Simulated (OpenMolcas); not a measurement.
## V2+: CASPT2 settings compared

```json
{
 "Program": "OpenMolcas 26.06",
 "Basis": "ANO-R2 [6s4p4d2f1g]",
 "Scalar Hamiltonian": "X2C, finite nucleus",
 "Active space": "3 electrons in 5 orbitals (3d)",
 "State averaging": "2S+1 = 4 even, 10 roots; 2S+1 = 2 even, 28 roots kept (CI in the orbitals of an earlier block)",
 "Spin-orbit coupling": "state interaction with AMFI integrals over the reference wave functions, term energies averaged over their components"
}
```

Methods on the same reference wave functions:
A. CASSCF
B. SS-CASPT2, IPEA 0.35 Eh, sigma2 regulariser 0.2 Eh (closed shells correlated: 3s 3p)
C. SS-CASPT2, IPEA 0.3 Eh, real shift 0.2 Eh (closed shells correlated: 3s 3p)
D. XMS-CASPT2, IPEA 0.5 Eh, no level shift (closed shells correlated: 3s 3p)

Energies in cm⁻¹ above 3d³ ⁴F_3/2, the measured ground level; measured values from Sugar and Corliss, J. Phys. Chem. Ref. Data 7, 1191 (1978).

| Level | A | B | C | D | Measured |
| --- | --- | --- | --- | --- | --- |
| 3d³ ⁴F_3/2 | 0.0 | 0.0 | 0.0 | 0.0 | 0.0 |
| 3d³ ⁴F_5/2 | 151 | 152 | 152 | 151 | 146 |
| 3d³ ⁴F_7/2 | 358 | 359 | 360 | 359 | 342 |
| 3d³ ⁴F_9/2 | 619 | 619 | 619 | 619 | 584 |
| 3d³ ⁴P_1/2 | 14843 | 12140 | 12090 | 12130 | 11514 |
| 3d³ ⁴P_3/2 | 14916 | 12210 | 12160 | 12200 | 11592 |
| 3d³ ²G_7/2 | 14987 | 12300 | 12240 | 12670 | 11966 |
| 3d³ ⁴P_5/2 | 15085 | 12380 | 12330 | 12370 | 11770 |
| 3d³ ²G_9/2 | 15212 | 12520 | 12470 | 12900 | 12187 |
| 3d³ ²P_1/2 | 19890 | 16910 | 16870 | 16950 | 15580 |
| 3d³ ²H_9/2 | 19910 | 17180 | 17140 | 18240 | 16811 |
| 3d³ ²P_3/2 [72 %] | 19998 | 17320 | 17270 | 16920 |  |
| 3d³ ²H_11/2 | 20087 | 17360 | 17320 | 18420 | 16978 |
| 3d³ ²D_3/2 [73 %] | 21637 | 16500 | 16450 | 17730 |  |
| 3d³ ²D_5/2 | 21821 | 16990 | 16920 | 17780 | 16375 |

Deviations, from unrounded energies. A percentage is the sum of absolute deviations over the sum of measured energies, with the sign that they share, or ± where signs differ.

```json
{"Against measurement": "mean absolute deviation (cm-1)", "Levels": "12", "A": "2700", "B": "440", "C": "400", "D": "750"}
{"Against measurement": "fine structure of the ground term (%)", "Levels": "3", "A": "+5.3", "B": "+5.6", "C": "+5.6", "D": "+5.5"}
{"Against measurement": "other terms of the ground configuration (%)", "Levels": "9", "A": "+25.6", "B": "+4.2", "C": "+3.8", "D": "+7.1"}
```

C lies closest to measurement on these levels and A furthest from it. The largest miss of C in the table is 3d³ ²P_1/2, by +1300 cm-1. The ranking rests on the paired levels alone, and a cruder setting can come out closer through cancelling errors.

Among B to D the level of the table that moves most is 3d³ ²D_3/2 [73 %], by 1300 cm-1 (lowest in C, highest in D). Moves below CASPT2's spread within the term are not significant.

The mean deviations of B to D differ by less than CASPT2's widest spread within a term (2500 cm-1), so their order carries little weight.

From A to B the spin-free energies of the other terms of 3d³ shown, above ⁴F, scale by factors of 0.77 to 0.86, as is usual when dynamic correlation screens the repulsion within a d or f shell.

The lowest spin-free term lies below A's lowest term by 0.341 hartree in B, 0.342 hartree in C, 0.341 hartree in D.

CASPT2 does not keep the components of a term degenerate, so their means are used; among the terms shown or strongly mixed into the levels shown the widest spread is 2500 cm-1 (3d³ ⁴F, D). Terms from blocks run as CI alone lack orbitals of their own. The CASPT2 spread within a term exceeds the gap to the next term for 3d³ ²D and 3d³ ²P, 3d³ ²P and 3d³ ²H, so the order of their levels is uncertain, and so are names and mixing where such terms share a J (figures for B; the like holds for C, D). Without dynamic correlation excited terms often stand tens of per cent too high (terms of higher spin than the ground term too low), and those without a measured partner can miss by more than the paired ones (holds for A). Some levels mix across a computed gap that differs much from the measured one, so their mixing is not that of the real levels (holds for A). Measured partners are found by configuration, term and J. A level has none where our copy of the source lacks it or the pairing is in doubt (some pairs that miss far off the trend of their configuration count as doubtful), and it then counts in no deviation. Levels of configurations outside the active space are missing.

A share in square brackets marks a mixed level and gives the weight of the term that names it, the lowest over the columns.
